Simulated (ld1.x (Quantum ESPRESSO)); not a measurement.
# Before and after: RRKJ potential for selenium (Se)

- Element: Se (Z = 34)
- Generator: ld1.x (Quantum ESPRESSO) 7.5
- Type: norm-conserving RRKJ (Kleinman–Bylander form)
- Functional: PBE
- Relativity: scalar-relativistic
- Frozen core: [Ar] 3d10
- Valence charge: 6
- Reference configuration: 4s1.5 4p4.5
- Partial waves: 4p (bound): rc 1.45 bohr; 4s (bound): rc 1.25 bohr
- Local potential: the s channel
- Core correction: Bessel-smoothed model core inside 0.80 bohr

All-electron outer shells of the reference configuration (PBE, scalar-relativistic, ld1.x):

```tsv
shell	level (eV)	outermost node (bohr)	outermost maximum (bohr)
3p	-153.80	0.21	0.50
3d	-53.93	–	0.45
4s	-17.71	0.70	1.51
4p	-6.82	0.74	1.80
```

Change: all radii but the core radius scaled by about 0.91 (s 1.14, p 1.32 bohr).

Cutoffs: the cutoffs (Ry, on a coarse ladder) from which the occupation-weighted sum of valence levels, in a spherical-Bessel basis at the reference potential, stays within 10 and 1 mRy of its value at 400 Ry; they do not see the model core or the augmentation charge, which bear on the density cutoff. Errors are all-electron minus pseudo energies relative to the spin-unpolarised reference configuration.

Problem. How do hardness, ghosts and transferability respond?

Solution. The potential gets harder (45 Ry and 100 Ry → 80 Ry and 180 Ry); both files keep a bound ghost (p); of the 7 tests that both files solve, the error grows in 6 and shrinks in 0 by more than 15 % and 0.3 meV (median size 3.9 → 5.4 meV). A smaller radius makes the pseudo-wave follow the all-electron one further in, where it bends more sharply, so more plane waves are needed. That the errors move this way runs against the usual rule that smaller radii transfer better.

```csv
quantity,base,changed
"cutoff, loose",45 Ry,80 Ry
"cutoff, tight",100 Ry,180 Ry
loose cutoff by channel (10 mRy a level),"p 18 Ry, s 40 Ry","p 50 Ry, s 60 Ry"
bound ghosts,p,p
"error for 4s2 4p4, meV [ΔE -5.41 eV]",-1.9,-2.8
"error for 4s2 4p3, meV [ΔE 5.43 eV]",-3.9,-5.4
"error for 4s2 4p2, meV [ΔE 25.78 eV]",-18,-29
"error for 4s1 4p5, meV [ΔE 5.47 eV]",-2.9,-4.2
"error for 4s2 4p3.5, meV [ΔE -1.10 eV]",-2.0,-2.0
"error for 4s0 4p6, meV [ΔE 16.55 eV]",-26,-42
"error for 4s2 4p1, meV [ΔE 56.65 eV]",-50,-69
```

 A true bound ghost makes a file unfit for plane-wave use even where its test errors are small: the radial tests pick states by their node count and pass the ghost by.
